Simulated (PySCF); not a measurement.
H2Cl3NSn (SMILES [NH2][Sn]([Cl])([Cl])[Cl]), singlet, geometry from GFN2-xTB (such geometries of metal compounds can be far from the true shape) (core potentials on Sn).

PySCF was given this input:
```python
from pyscf import gto, scf, dft

mol = gto.Mole()
mol.atom = '''
    N     2.191430   -0.384786   -0.284297
    Sn    0.182762   -0.033147   -0.018771
    Cl   -0.963073   -1.318730   -1.535696
    Cl   -0.208711    2.191012   -0.434255
    Cl   -0.571723   -0.548198    2.126224
    H     2.418228   -1.351038   -0.070658
    H     2.743248    0.192447    0.342615
'''
mol.basis = 'def2-svpd'
mol.ecp = {'Sn': 'def2-svpd'}
mol.charge = 0
mol.spin = 0
mol.verbose = 4
mol.max_memory = 1800
mol.build()

mf = dft.RKS(mol)
mf.xc = 'b3lyp'
mf = mf.density_fit(auxbasis='def2-universal-jkfit')
mf.kernel()
```

Task: What does this run give for the HOMO energy, total energy, nuclear repulsion energy, Mulliken (on the basis functions themselves) charges in atom order, dipole moment, number of basis functions?

Result: 
```
Property                                                                                                                              Value
------------------------------------------------------------------  -----------------------------------------------------------------------
HOMO energy                                                                                                                        -8.35 eV
total energy                                                                                                                  -1650.6518 Eh
nuclear repulsion energy                                                                                                        502.1141 Eh
Mulliken (on the basis functions themselves) charges in atom order  N1 -0.03, Sn2 1.79, Cl3 -0.54, Cl4 -0.54, Cl5 -0.55, H6 -0.06, H7 -0.06
dipole moment                                                                                                                        2.24 D
number of basis functions                                                                                                               149
```
